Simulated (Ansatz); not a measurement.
Ga3H5⁻. Total charge -1; doublet. Geometry r2SCAN-D4/def2-SVP, that of the neutral singlet; atoms count from 1.

```
atom   x (Å)   y (Å)   z (Å)
 Ga1   0.092   0.535  -1.133
 Ga2  -0.409  -1.452   0.360
 Ga3  -0.332   0.642   1.379
  H4   0.822   1.113  -2.393
  H5  -0.886   1.817   2.223
  H6  -1.055  -2.812  -0.003
  H7   0.856  -1.081  -0.763
  H8   0.913   1.237   0.331
```

The highest occupied level of the charge -1 doublet lies above zero (up to 1.23 eV). By energy differences its removal costs 0.22 eV (vertical, to the charge 0 singlet, at PBE0-D4/def2-TZVPD); a positive level beside a positive removal energy at the same level points to self-interaction error. Another isomer (singlet) lies 0.04 eV lower at PBE-D4/def2-TZVP; other spin states weren't run for this one.

Q: Estimate the Mulliken populations from the PBE0/def2-TZVPD orbitals of Ansatz.

A: 
```json
{"atom": "Ga1", "charge (e)": "-0.01", "spin (α − β)": "0.20"}
{"atom": "Ga2", "charge (e)": "0.03", "spin (α − β)": "0.32"}
{"atom": "Ga3", "charge (e)": "-0.02", "spin (α − β)": "0.47"}
{"atom": "H4", "charge (e)": "-0.24", "spin (α − β)": "-0.01"}
{"atom": "H5", "charge (e)": "-0.25", "spin (α − β)": "-0.02"}
{"atom": "H6", "charge (e)": "-0.25", "spin (α − β)": "-0.02"}
{"atom": "H7", "charge (e)": "-0.13", "spin (α − β)": "0.03"}
{"atom": "H8", "charge (e)": "-0.13", "spin (α − β)": "0.03"}
```
Mulliken values and Mayer orders depend strongly on the basis. With diffuse functions, as here, like atoms can get unlike values, and bond orders can come out too low or too high.

Q: Where does the spin sit?

A: Summed by element: Ga 0.99, H 0.01, of 1 unpaired in all. Largest on single atoms: Ga3 0.47, Ga2 0.32, Ga1 0.20.

Q: And the Mayer bond orders between bonded heavy atoms (over 0.3)?

A: Ga1–Ga2 0.85 (2.54 Å); Ga1–Ga3 0.82 (2.55 Å); Ga2–Ga3 1.26 (2.33 Å).
